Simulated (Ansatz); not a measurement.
Geometry optimisation, RHF/def2-SVP in Ansatz.

The input (input.yaml):

```yaml
crystal:
  periodic: [false, false, false]
  atoms:
    - { symbol: Ga, position_ang: [-0.074649, 0.477918, -0.464859] }
    - { symbol: H, position_ang: [0.164377, 0.124179, 2.273928] }
    - { symbol: C, position_ang: [1.750294, 0.007608, -1.045866] }
    - { symbol: H, position_ang: [1.832166, -1.038114, -1.345082] }
    - { symbol: H, position_ang: [2.03292, 0.626439, -1.902239] }
    - { symbol: H, position_ang: [2.47457, 0.20413, -0.253174] }
    - { symbol: H, position_ang: [-1.424926, -0.294507, -0.631657] }
    - { symbol: F, position_ang: [-0.22121, 2.007502, 0.331399] }
    - { symbol: H, position_ang: [0.065859, 0.796346, 2.05905] }
basis:
  gaussian: { orbitals: def2-SVP }
hamiltonian:
  xc: hf
relax:
  f_tol: 0.03
  max_steps: 50
```

Command:

```bash
$ ansatz run input.yaml --threads 1 --pin off --max-ram 2048MiB --backend cpu --events-out ev --progress --plain --runs-dir out
```

Q: Where does it end, and by what steps?

A: It converged. After 6 steps the energy has fallen by 0.109 eV; H9 moved furthest, 0.37 Å.

```csv
step,energy less start (eV),largest force component (eV/Å),accepted
0,0.0000,1.490,yes
1,-0.0903,0.319,yes
2,-0.1021,0.348,yes
3,-0.1080,0.178,yes
4,-0.1091,0.059,yes
5,-0.1091,0.060,yes
6,-0.1093,0.029,yes
```

```xyz
9
Properties=species:S:1:pos:R:3
Ga -0.081 0.507 -0.603
H 0.177 0.015 2.570
C 1.758 0.011 -1.103
H 1.848 -1.048 -1.351
H 2.072 0.593 -1.974
H 2.448 0.243 -0.290
H -1.432 -0.270 -0.724
F -0.259 2.121 0.071
H 0.069 0.740 2.425
```

Whether the end is a true minimum wasn't checked by a vibrational analysis.

Run time: 15 s on 1 thread of Arm Neoverse V2, with other jobs on the host, peak memory 0.17 GiB.
